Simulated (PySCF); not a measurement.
## Simulated absorption spectrum

Compound: CrNF3 (singlet state).
Geometry (PBE0-D3(BJ)/def2-SVP, Å), atoms numbered from 1 in this order:
```xyz
5
CrF3N angstrom
Cr     0.002    0.000   -0.014
N     -0.178   -0.004    1.452
F      1.670    0.010   -0.283
F     -0.755    1.402   -0.575
F     -0.739   -1.408   -0.580
```

Theory: TDDFT PBE0/def2-SVPD, vertical, gas phase, core orbitals frozen in the response in PySCF.

Broadening: Gaussians 0.5 eV wide at half height, area fixed by f = 4.319×10⁻⁹ ∫ε dν̃. The width is an assumption, not a result. The curve ends short of the highest state used, and states not computed would add to its high-energy end.

λ (nm), ε (L mol⁻¹ cm⁻¹) and a bar:
```
    216.4        726 ##############################
    222.3        400 #################
    228.2        169 #######
    234.2         57 ##
    240.1         16 #
    246.0          4 
    252.0          1 
    257.9          0 
    263.9          0 
    269.8          0 
    275.7          1 
    281.7          2 
    287.6          5 
    293.5         11 
    299.5         24 #
    305.4         44 ##
    311.4         71 ###
    317.3        100 ####
    323.2        126 #####
    329.2        143 ######
    335.1        146 ######
    341.0        137 ######
    347.0        117 #####
    352.9         94 ####
    358.9         70 ###
    364.8         49 ##
    370.7         32 #
    376.7         20 #
    382.6         12 #
    388.5          7 
    394.5          4 
    400.4          2 
    406.3          1 
    412.3          1 
    418.2          0 
    424.2          0 
    430.1          0 
    436.0          0 
    442.0          0 
    447.9          0 
    453.8          0 
    459.8          0 
    465.7          0 
    471.7          0
```

Q: Locate the maxima and give the states behind the curve.

A: 334 nm (3.72 eV), ε about 150, made up of S2 (83%) (ε in L mol⁻¹ cm⁻¹; maxima over ε = 5, shares over 10%). At its high-energy end, 5.73 eV, the curve is still rising (ε about 730, from S10, S11, S12 and S13). The states used: S1 3.38 eV (f 0.0000); S2 3.71 eV (f 0.0022); S3 3.75 eV (f 0.0002); S4 3.75 eV (f 0.0002); S5 4.01 eV (f 0.0001); S6 4.01 eV (f 0.0001); S7 5.15 eV (f 0.0000); S8 5.55 eV (f 0.0005); S9 5.55 eV (f 0.0005); S10 5.78 eV (f 0.0035); S11 5.78 eV (f 0.0035); S12 5.98 eV (f 0.0059); S13 5.98 eV (f 0.0059); S14 6.33 eV (f 0.0004); S15 6.33 eV (f 0.0000).

Q: Does any computed singlet lie in the visible range?

A: No computed singlet lies in the visible range (380 to 750 nm); the lowest, at 367 nm, stands 0.12 eV above its violet end (3.26 eV); a Tamm–Dancoff triplet lies at 455 nm, without intensity as long as spin–orbit coupling is left out.

Q: Coming from long wavelengths, where does ε first pass 100 L mol⁻¹ cm⁻¹?

A: At about 351 nm (3.53 eV), 0.15 eV above S1.

Q: What would ε be at 3.72 eV, the highest of these maxima, with half the width (0.25 eV)?

A: About 286 L mol⁻¹ cm⁻¹ against 147, a factor of about 1.95; a lone state at its own centre would give exactly 2.
